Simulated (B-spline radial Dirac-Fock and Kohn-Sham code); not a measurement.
EELS cross sections of the Pb O2 edge

System: the free lead atom, configuration [Xe] 4f14 5d10 6s2 6p2. These are calculated numbers from a radial B-spline solver; the model is the first Born approximation with generalised oscillator strengths from a Dirac-Hartree-Slater potential (longitudinal and transverse terms; continuum final states only, so no white lines or fine structure). The edge is taken at 106.4 eV (tabulated value).

Partial cross sections σ(β, Δ) in barn, integrated over a window Δ above the edge and up to the collection semi-angle β, for parallel illumination:

```
E₀ (kV)  β (mrad)  Δ = 25 eV  Δ = 50 eV  Δ = 100 eV  Δ = 200 eV  Δ = 300 eV
     60         5       4310       6180        7380        7900        8030
     60        10       6570       9750       11900       12800       13100
     60        50      13400      23300       32500       38300       39700
     80         5       4000       5770        6940        7450        7600
    100        10       5480       8280       10200       11000       11300
    100        20       7840      12700       16400       18000       18400
    100        50       9450      16400       23200       28100       29600
    120        20       7250      11900       15500       17100       17500
    120        50          ?          ?           ?           ?           ?
    120       100       8420      14600       20800       25600       27600
    200         5       3210       4740        5780        6260        6410
    200       100       6230      10800       15200       18700       20100
    300         5       3050       4570        5620        6100        6250
    300        50       5150       8860       12500       15300       16400
```

Q: Give the row for 120 kV and 50 mrad.

A: 8400 b for 25 eV, 14600 b for 50 eV, 20600 b for 100 eV, 25100 b for 200 eV, 26700 b for 300 eV.
